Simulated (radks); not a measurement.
Dynamic dipole polarisability and lines of the xenon ion Xe18+, [Kr]. All-electron calculation, scalar-relativistic Kohn-Sham, LDA (Slater exchange, VWN5 correlation), spin-polarised, spherical densities, finite nucleus; Fermi nuclear charge, rms radius of each element as measured or else 0.836 A^(1/3) + 0.57 fm. Program: a radial shooting solver on a logarithmic mesh with Libxc functionals. Time-dependent linear response with the Hartree and adiabatic LDA kernel, continuum included through the Sternheimer equations, no spin-orbit coupling, so fine structure and intercombination lines are absent. Lines are the poles of the dipole polarisability below minus the highest occupied eigenvalue, found on a grid refined at the orbital gaps; the lowest seven at most are given, and weak or close lines can be missed. The first line takes the name of the lowest orbital gap if no other gap lies below it; otherwise a line is named after a gap within 0.6 % of it, if that gap stands alone.

photon energy (eV)  alpha (bohr^3)
0                           0.2734
44.355                      0.3186
97.581                       1.025
150.81                     -0.2560
204.03                    -0.02684
257.26                    -0.02345
310.49                     0.04618
363.71                    -0.01318
416.94                     0.01034
470.16                   -0.002301
523.39                    0.009186

Lines (eV, oscillator strength): 112.19 (11.05 nm, 4p-4d), f = 4.10; 226.40 (5.476 nm, 4p-5s), f = 0.605; 291.13 (4.259 nm, 4p-5d), f = 0.418; 313.92 (3.950 nm, 4s-5p), f = 0.263; 347.05 (3.573 nm, 4p-6s), f = 0.132; 379.63 (3.266 nm, 4p-6d), f = 0.221; 408.78 (3.033 nm, 4p-7s), f = 0.0506. Higher lines, where found, are left out when the end of the mesh affects them. Those listed give 94 % of the static polarisability (sum of f/w^2). Orbital energy gaps for comparison: 4p-4d 90.679 eV; 4p-5s 225.79 eV; 4p-5d 290.04 eV; 4s-5p 313.07 eV; 4p-6s 346.82 eV.
